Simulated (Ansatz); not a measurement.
Reaction (ligand exchange at a B–C bond): `BCC(=N)N` + `NCCN` → `BNCCN` + `CC(=N)N`

Program: Ansatz. Geometries: PBE0-D4/def2-TZVP. ΔE: electronic, gas phase. CBS: MP2 limit from def2 TZ/QZ plus the TZ coupled-cluster correction, frozen cores. DFT in def2-TZVPP. B3LYP here is the variant with VWN-RPA as its local correlation; programs differ in this. Each species was taken in one conformer, which may not be the lowest.

`BCC(=N)N`:

Cartesian coordinates in Å:
```
B 0.874 0.971 1.244
C -0.162 0.947 0.091
C -0.620 -0.379 -0.441
N -1.866 -0.638 -0.453
N 0.387 -1.186 -0.924
H 1.016 1.964 1.896
H 1.599 0.040 1.462
H 0.397 1.476 -0.707
H -1.036 1.569 0.287
H -2.052 -1.569 -0.827
H 0.155 -2.152 -1.085
H 1.308 -1.044 -0.542
```

`NCCN`:

Z-matrix (Å, degrees):
```
C
C 1 1.521
N 1 1.455 2 110.8
H 1 1.104 2 108.9 3 125.5
H 1 1.095 2 108.6 3 -118.7
N 2 1.452 1 115.9 3 -60.1
H 2 1.095 1 108.8 3 177.5
H 2 1.094 1 108.6 3 61.3
H 3 1.013 1 110.3 2 71.9
H 3 1.012 1 110.8 2 -170.3
H 6 1.013 2 111.4 1 -54.7
H 6 1.012 2 110.9 1 65.6
```

`BNCCN`:

Z-matrix (Å, degrees):
```
C
N 1 1.443
C 1 1.518 2 111.2
H 1 1.092 2 108.9 3 121.9
H 1 1.100 2 110.4 3 -120.8
B 2 1.381 1 127.4 3 -131.2
H 2 1.011 1 111.4 3 46.2
N 3 1.456 1 109.6 2 -59.1
H 3 1.100 1 109.1 2 175.5
H 3 1.094 1 108.6 2 58.8
H 6 1.198 2 119.0 1 179.0
H 6 1.200 2 119.1 1 -1.0
H 8 1.013 3 110.8 1 -75.6
H 8 1.011 3 111.4 1 165.1
```

`CC(=N)N`:

Cartesian coordinates in Å:
```
C -0.480 1.098 -0.359
C 0.168 -0.062 0.333
N 0.771 0.119 1.438
N -0.010 -1.269 -0.306
H -0.332 1.996 0.235
H -0.044 1.250 -1.352
H -1.550 0.920 -0.489
H 1.159 -0.752 1.800
H 0.565 -2.042 -0.016
H -0.246 -1.259 -1.283
```

| level | ΔE (kJ/mol) | difference from CCSD(T)/CBS |
| --- | --- | --- |
| PBE-D4 | -162.2 | -2.5 |
| r2SCAN-D4 | -161.5 | -1.8 |
| PBE0-D4 | -160.3 | -0.6 |
| ωB97X-V | -158.4 | 1.3 |
| ωB97M-V | -160.7 | -1.0 |
| B2PLYP | -165.0 | -5.3 |
| PBE | -162.9 | -3.2 |
| r2SCAN | -161.6 | -1.9 |
| PBE0 | -160.8 | -1.1 |
| B3LYP | -165.4 | -5.7 |
| HF/def2-TZVPP | -156.0 | 3.7 |
| SCS-MP2/def2-TZVPP | -162.7 | -3.0 |
| SCS-MP2/def2-QZVPP | -161.5 | -1.8 |
| HF/CBS(def2) | -155.7 | 4.0 |
| MP2/CBS(def2) | -161.5 | -1.8 |
| CCSD/CBS(def2) | -158.1 | 1.6 |
| CCSD(T)/CBS | -159.7 | 0 |

Largest T1 diagnostic among the species: 0.013.

In def2-TZVPP, CCSD(T) changes the Hartree–Fock value by −5.8 kJ/mol (the triples alone add −1.6 kJ/mol) and MP2 by −7.6 kJ/mol.
